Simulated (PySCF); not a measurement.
Si(iPr)2Me2, C8H20Si.
SMILES: `CC(C)[Si](C)(C)C(C)C`

The closed-shell ground state was solved at several levels (PySCF, density fitting, gas phase, non-relativistic). One conformer (not necessarily the lowest) at the PBE0-D3(BJ)/def2-SVP geometry, without solvent, vibrations or thermal averaging.

```tsv
level	basis functions	HOMO (eV)	LUMO (eV)	gap (eV)	dipole (D)
wB97X-D/pcSseg-1	260	-9.23	2.78	12.01	0.03
PBE0/def2-SVPD	344	-7.34	0.50	7.84	0.06
```

(1) What might PBE0/pcSseg-1 (260 basis functions) give for the same quantities?

(2) Over all these levels, which gives the widest orbital gap and which the narrowest?

(3) How far do the dipole and the HOMO energy spread over the levels?

Results:

(1) HOMO -7.39 eV, LUMO 1.01 eV, gap 8.40 eV, dipole 0.02 D.

(2) wB97X-D/pcSseg-1 (range-separated hybrid) has the widest, 12.01 eV, and PBE0/def2-SVPD (global hybrid, 25 % exact exchange) the narrowest, 7.84 eV. Functional and basis both differ between the two, so the spread mixes both effects.

(3) The dipole runs from 0.02 to 0.06 D (mean 0.04 D) and the HOMO from -9.23 to -7.34 eV.
